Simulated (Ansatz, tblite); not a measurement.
Isomers of VTe₄ (doublet), found by a short tight-binding search and relaxed with PBE-D4/def2-SVP in Ansatz.

In the def2 sets Te takes a core potential; there is no spin–orbit coupling. The xTB rows come from tblite. Correlated methods freeze 21 core orbitals; core or outer-core shells of V, Te are correlated, in sets that lack core-valence functions.

Run but left out: HF/def2-TZVP, r2SCAN-D4/def2-TZVP, PBE0-D4/def2-SVP, PBE0-D4/def2-TZVP, r2SCAN0-D4/def2-TZVP, BHLYP-D4/def2-TZVP, MP2/def2-TZVP (A: ⟨S²⟩ 1.16 to 2.52, where a pure state has 0.75).

A further structure is left out (at the level of its geometry, ⟨S²⟩ 1.47, where a pure state has 0.75); at PBE0-D4/def2-TZVP its energy lies 0.26 eV below the lowest shown.

A: At PBE-D4/def2-SVP, PBE-D4/def2-TZVP, RPA@PBE/def2-TZVP the charge 0 doublet is spin-contaminated (final ⟨S²⟩ up to 0.91, 0.75 for a pure state). B: At PBE-D4/def2-SVP, PBE-D4/def2-TZVP, RPA@PBE/def2-TZVP the charge 0 doublet is spin-contaminated (final ⟨S²⟩ up to 0.93, 0.75 for a pure state).

Other spin states weren't relaxed.

A:

```xyz
5

V    -0.122   -0.282   -0.730
Te   -0.664    1.401   -2.355
Te   -1.802   -1.114    1.112
Te    2.294   -0.640    0.243
Te    0.294    0.635    1.729
```

B:

Cartesian coordinates in Å:
```
V 0.2316 -0.2264 -0.7080
Te 1.3440 -0.8119 1.5351
Te 1.7206 1.0665 -2.0705
Te -1.4297 -1.1699 1.3821
Te -1.8666 1.1417 -0.1387
```

Problem. Estimate their order by electronic energy at RPA@PBE/def2-TZVP, counted from the lowest.

Solution. B (0.0) < A (19.6), in kJ/mol.

Problem. Do the other levels pick the same lowest one?

Solution. All that were run do. Energies above each level's lowest (kJ/mol):

```csv
level,A,B
GFN2-xTB,13.2,0.0
PBE-D4/def2-SVP,18.0,0.0
PBE-D4/def2-TZVP,16.6,0.0
RPA@PBE/def2-TZVP,19.6,0.0
```
Point groups (tolerance 0.1 Å): A Cs, B Cs. A and B have the same bonds, so they are conformers or stereoisomers. Lower isomers may exist.
